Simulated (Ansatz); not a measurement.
Species: H4S4Si, SMILES `S[Si](S)(S)S` (charge 0, multiplicity 1), formula H₄S₄Si.

Task: How many basis functions does frozen-core CCSD(T)/cc-pVTZ // PBE-D3(BJ)/def2-TZVP (Ansatz, an electronic-structure program) use, how many core orbitals are frozen, and how many electrons are correlated?

Result: 226 basis functions and 25 frozen orbitals, which leaves 32 correlated electrons. Core time is of the order of minutes.
